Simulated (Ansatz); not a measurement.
One geometry of [Ga(OMe)H3]- (CH₆GaO⁻), several levels of theory.

```yaml
crystal:
  periodic: [false, false, false]
  atoms:
    - {symbol: Ga, position_ang: [-0.243781, 0.538423, -1.278760]}
    - {symbol: O, position_ang: [0.937607, 0.028909, 0.112158]}
    - {symbol: C, position_ang: [0.359237, -0.509329, 1.236293]}
    - {symbol: H, position_ang: [-0.246360, -1.415204, 1.028357]}
    - {symbol: H, position_ang: [-0.317738, 0.194543, 1.762915]}
    - {symbol: H, position_ang: [1.131565, -0.808999, 1.968516]}
    - {symbol: H, position_ang: [0.693278, 1.095834, -2.464270]}
    - {symbol: H, position_ang: [-1.238529, 1.669493, -0.670033]}
    - {symbol: H, position_ang: [-1.075279, -0.793680, -1.695185]}
basis:
  gaussian: {orbitals: def2-TZVPD, initial_orbitals: start.molden}
total_charge: -1
hamiltonian: {xc: {text: "exchange = 0.85*pbe_x + 0.15*exact_x\ncorrelation = pbe_c"}}
scf: {omitted_lower_state_checks: [starts]}
output: {orbitals: {seedname: orbitals}}
```

The file start.molden holds the orbitals of an earlier run on this structure, at another level or in another basis.

```sh
$ ansatz run in.yaml --threads 4 --pin off --events-out ev --progress --plain --max-ram 3916MiB
```

It prints (some lines left out):

```
Functional definition: unnamed
1071 factors; their error is unknown
mean field evaluation 1: about -55551.0350 eV, gradient 4.1e0 eV
mean field evaluation 2: about -55551.0539 eV, gradient 2.2e-2 eV
mean field evaluation 4: about -55551.1391 eV, gradient 1.3e-4 eV
mean field -55551.13914834 eV, -2041.4667097871 hartree, gradient 9.7e-6 eV, S^2 0.000000; 0 other end points of the search recorded, 0 dependent functions left out
reference -55551.13919614 eV, -2041.4667115435 hartree; 26, 26 occupied and 159, 159 virtual orbitals, 1071 factors
Total energy: -55551.13919614 eV, -2041.4667115435 hartree
Checks for a lower state left out: starts
```

It took 1.9 s on 4 threads of Arm Neoverse V2 on a shared host.

The first input with `gaussian: {orbitals: "def2-TZVPPD.json", initial_orbitals: start.molden}`, `correlation: {method: ccsd_t}` and without the key `hamiltonian` (abridged; 5 min):

```
Functional definition: HF
mean field -55498.55229894 eV, -2039.5341787162 hartree, gradient 5.2e-6 eV, S^2 0.000000
11 core orbitals not correlated: weight in the atoms' cores, before any rotation towards them, 1.000 or more for the frozen orbitals, at most 0.000 for the correlated occupied ones
second order -18.88499616 eV of doubles, -0.00000000 eV of singles
cycle   1  -18.80666363 eV  change    7.8e-2 eV  update   1.2e-1
cycle   2  -19.43030365 eV  change   -6.2e-1 eV  update   3.6e-2
cycle   3  -19.56106077 eV  change   -1.3e-1 eV  update   1.9e-2
cycle   4  -19.55006545 eV  change    1.1e-2 eV  update   4.5e-3
cycle   5  -19.54715782 eV  change    2.9e-3 eV  update   2.2e-3
cycle   6  -19.54793199 eV  change   -7.7e-4 eV  update   6.8e-4
cycle   7  -19.54783216 eV  change    1.0e-4 eV  update   2.8e-4
cycle   8  -19.54772741 eV  change    1.0e-4 eV  update   1.1e-4
cycle   9  -19.54773566 eV  change   -8.3e-6 eV  update   3.8e-5
cycle  10  -19.54776851 eV  change   -3.3e-5 eV  update   1.6e-5
perturbative correction -0.73268726 eV, -0.0269257603 hartree
Total energy: -55518.83275472 eV, -2040.2794717195 hartree
Checks for a lower state left out: starts
```

First input, but with `hamiltonian: {xc: {name: revPBE}, dispersion: d4}` (abridged; 1.6 s):

```
Functional definition: revPBE
mean field -55557.38400460 eV, -2041.6962040217 hartree, gradient 1.6e-5 eV, S^2 0.000000
Total energy: -55557.95936043 eV, -2041.7173479584 hartree
Checks for a lower state left out: starts
```

First input, but with `hamiltonian: {xc: {text: "exchange = 0.95*pbe_x + 0.05*exact_x\ncorrelation = pbe_c"}}` (abridged; 2 s):

```
Functional definition: unnamed
mean field -55550.61785007 eV, -2041.4475524289 hartree, gradient 1.1e-5 eV, S^2 0.000000
Total energy: -55550.61790407 eV, -2041.4475544133 hartree
Checks for a lower state left out: starts
```

As the first input, with `hamiltonian: {xc: pbe}`, `correlation: {method: rpa}` and without the key `output` (abridged; 3.6 s):

```
Functional definition: PBE
mean field -55550.37234310 eV, -2041.4385302143 hartree, gradient 2.6e-6 eV, S^2 0.000000
11 core orbitals not correlated: weight in the atoms' cores, before any rotation towards them, 1.000 or more for the frozen orbitals, at most 0.000 for the correlated occupied ones
Total energy: -55526.84740830 eV, -2040.5740048062 hartree
Checks for a lower state left out: starts
```

The first input with `hamiltonian: {xc: {text: "exchange = 0.90*pbe_x + 0.10*exact_x\ncorrelation = pbe_c"}}` (abridged; 2 s):

```
Functional definition: unnamed
mean field -55550.87361830 eV, -2041.4569517381 hartree, gradient 1.6e-5 eV, S^2 0.000000
Total energy: -55550.87366921 eV, -2041.4569536088 hartree
Checks for a lower state left out: starts
```

The first input with `hamiltonian: {xc: {name: B3LYP}, dispersion: d4}` (abridged; 2.4 s):

```
Functional definition: B3LYP
mean field -55564.03063366 eV, -2041.9404631343 hartree, gradient 1.5e-5 eV, S^2 0.000000
Total energy: -55564.32364501 eV, -2041.9512311027 hartree
Checks for a lower state left out: starts
```

Geometry: PBE0-D4/def2-TZVPD.

B3LYP takes the VWN-RPA correlation. Correlated methods freeze 11 core orbitals; core or outer-core shells of Ga are correlated, in sets that lack core-valence functions.
